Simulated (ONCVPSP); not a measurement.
# What one change does to a pseudopotential (tantalum (Ta), ONCV)

```json
{
  "Element": "Ta (Z = 73)",
  "Generator": "ONCVPSP 4.0.1",
  "Type": "optimised norm-conserving Vanderbilt (ONCV)",
  "Functional": "LDA (Perdew-Zunger)",
  "Relativity": "fully relativistic",
  "Frozen core": "[Kr] 4d10 4f14",
  "Valence charge": "13",
  "Reference configuration": "5s2 5p6 5d3 6s1.5 6p0.5",
  "Partial waves": "5s+6s: rc 1.80 bohr, ncon 3, nbas 6, qcut 8.6 1/bohr, 2 projectors; 5p+6p: rc 2.00 bohr, ncon 4, nbas 9, qcut 8.8 1/bohr, 2 projectors; 5d: rc 2.60 bohr, ncon 5, nbas 10, qcut 6.6 1/bohr, 2 projectors, debl 3.8 Ha",
  "Local potential": "polynomial inside 1.20 bohr (lpopt 5, dvloc0 1 Ha)",
  "Core correction": "Teter function fitted to the true core (icmod 2), fcfact 0.25"
}
```

Open shells are filled in proportion to 2j + 1.

All-electron outer shells of the reference configuration (LDA (Perdew-Zunger), scalar-relativistic, ld1.x):

| shell | level (eV) | outermost node (bohr) | outermost maximum (bohr) |
| --- | --- | --- | --- |
| 4d | -222.79 | 0.22 | 0.46 |
| 5s | -73.98 | 0.54 | 0.98 |
| 5p | -40.34 | 0.58 | 1.13 |
| 4f | -25.72 | – | 0.44 |
| 6s | -6.14 | 1.32 | 2.71 |
| 5d | -4.46 | 0.65 | 1.58 |
| 6p | -1.88 | 1.59 | 3.80 |

Change: s: qcut 6.6; p: qcut 6.7; d: qcut 5.1.

Cutoffs: the cutoffs (Ha) at which the residual kinetic energy of the hardest occupied pseudo-wave falls to 1 and 0.1 mHa per electron; they do not see the model core or the augmentation charge, which bear on the density cutoff. Errors are all-electron minus pseudo energies relative to the spin-unpolarised reference configuration.

Question: Predict the effect on cutoff, ghosts and configuration errors.

Answer: The potential gets softer (20 Ha and 24 Ha → 15 Ha and 18 Ha); of the 4 tests that both files solve, the error grows in 0 and shrinks in 2 by more than 15 % and 0.3 meV (median size 0.5 → 0.2 meV); the range in which the s phases agree narrows (upper end at the end of the scan → 3.6); the range in which the d3/2 phases agree narrows (upper end at the end of the scan → 1.2); neither file shows a bound ghost.

| quantity | base | changed |
| --- | --- | --- |
| cutoff, loose | 20 Ha | 15 Ha |
| cutoff, tight | 24 Ha | 18 Ha |
| loose cutoff by channel | s 20 Ha, p 18 Ha, d 13 Ha | s 15 Ha, p 13 Ha, d 11 Ha |
| bound ghosts | none | none |
| GHOST(+) flags under 300 eV | s at 165.5 eV | s at 113.6 eV |
| error for 5s2 5p6 5d3 6s2 6p0, meV [ΔE -2.08 eV] | 0.0 | -0.1 |
| error for 5s2 5p6 5d3 6s1 6p0, meV [ΔE 6.62 eV] | +0.4 | +0.3 |
| error for 5s2 5p6 5d3 6s0 6p0, meV [ΔE 21.93 eV] | +3.0 | +1.0 |
| error for 5s2 5p6 5d3.5 6s1.5 6p0, meV [ΔE -1.10 eV] | -0.5 | +0.1 |
| s: phases at 1.83 bohr within 0.05 rad from the reference energy up to (Ha; the scan ends near 5) | to the end of the scan | 3.6 |
| p3/2: phases at 2.03 bohr within 0.05 rad from the reference energy up to (Ha; the scan ends near 5) | to the end of the scan | to the end of the scan |
| p1/2: phases at 2.03 bohr within 0.05 rad from the reference energy up to (Ha; the scan ends near 5) | to the end of the scan | to the end of the scan |
| d5/2: phases at 2.64 bohr within 0.05 rad from the reference energy up to (Ha; the scan ends near 5) | to the end of the scan | to the end of the scan |
| d3/2: phases at 2.64 bohr within 0.05 rad from the reference energy up to (Ha; the scan ends near 5) | to the end of the scan | 1.2 |
| rms error of d²Exc/dni dnj with the model core, mHa | 4.07 | 4.03 |
